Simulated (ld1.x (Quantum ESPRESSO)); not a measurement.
**holmium (Ho), RRKJ: configuration errors across variants**

* Element: Ho (Z = 67)
* Generator: ld1.x (Quantum ESPRESSO) 7.5
* Type: norm-conserving RRKJ (Kleinman–Bylander form)
* Functional: PBEsol
* Relativity: scalar-relativistic
* Frozen core: [Kr] 4d10
* Valence charge: 21
* Reference configuration: 4f11 5s2 5p6 5d0 6s1.5 6p0 (charge +0.5)
* Partial waves: 5s (bound): rc 2.10 bohr; 5d (bound, empty): rc 3.10 bohr; 4f (bound): rc 0.90 bohr; 5p (bound): rc 1.45 bohr
* Local potential: the p channel
* Core correction: none
* rho0: 0.02

Occupied shells without a wave of their own: 6s. They enter only through the test configuration that unscreens the potential.

All-electron excitation energies from the reference (eV): (1) 4f11 5s2 5p6 5d0 6s1 6p0 3.804; (2) 4f11 5s2 5p6 5d0 6s0 6p0 15.501; (3) 4f10 5s2 5p6 5d1 6s2 6p0 2.103; (4) 4f10 5s2 5p6 5d0 6s0 6p0 41.503; (5) 4f11 5s1 5p6 5d0 6s2 6p0 53.836.

For the base: The 6s level has no wave, so the channel is fitted at the deeper level alone: the likely source of the large errors.

Tests that are not counted but printed errors over 1 eV. “base”: 4f11 5s2 5p6 5d0 6s2 6p0 (solver errors, printed error -4254 eV); 4f11 5s2 5p6 5d0 6s0 6p2 (solver errors, printed error -4420 eV). “wave 4f (bound): rc 0.90 bohr becomes 4f (bound): rc 0.66 bohr”: 4f11 5s2 5p6 5d0 6s0 6p2 (pseudo-atom not self-consistent, printed error -4292 eV). “wave 4f (bound): rc 0.90 bohr becomes 4f (bound): rc 0.76 bohr”: 4f11 5s2 5p6 5d0 6s0 6p2 (pseudo-atom not self-consistent, printed error -4220 eV). “wave 4f (bound): rc 0.90 bohr becomes 4f (bound): rc 0.94 bohr”: 4f11 5s2 5p6 5d0 6s2 6p0 (solver errors, printed error -4241 eV); 4f11 5s2 5p6 5d0 6s0 6p2 (solver errors, printed error -4221 eV). “wave 4f (bound): rc 0.90 bohr becomes 4f (bound): rc 1.04 bohr”: all (the test run did not reproduce the reference configuration, from which every error is measured).

Errors AE − PS in meV (a dash: test not solved or not reliable):

| change | (1) | (2) | (3) | (4) | (5) | bound ghosts |
| --- | --- | --- | --- | --- | --- | --- |
| base | -86 | -348 | -109 | -714 | +105 | none |
| wave 4f (bound): rc 0.90 bohr becomes 4f (bound): rc 0.56 bohr | -86 | -349 | -164 | -755 | +90 | not determined |
| wave 4f (bound): rc 0.90 bohr becomes 4f (bound): rc 0.66 bohr | -86 | -349 | -155 | -749 | +92 | none |
| wave 4f (bound): rc 0.90 bohr becomes 4f (bound): rc 0.76 bohr | -86 | -349 | -143 | -740 | +96 | none |
| wave 4f (bound): rc 0.90 bohr becomes 4f (bound): rc 0.94 bohr | -86 | -348 | -94 | -703 | +109 | none |
| wave 4f (bound): rc 0.90 bohr becomes 4f (bound): rc 1.04 bohr | – | – | – | – | – | none |
| wave 4f (bound): rc 0.90 bohr becomes 4f (bound): rc 1.26 bohr | – | – | – | – | – | none |
| wave 4f (bound): rc 0.90 bohr becomes 4f (bound): rc 1.34 bohr | – | – | – | – | – | none |

(1) Give the same row for: wave 4f (bound): rc 0.90 bohr becomes 4f (bound): rc 1.16 bohr.

## Answers

(1) –, –, –, –, –; bound ghosts: none. Not counted: all (the test run did not reproduce the reference configuration, from which every error is measured).
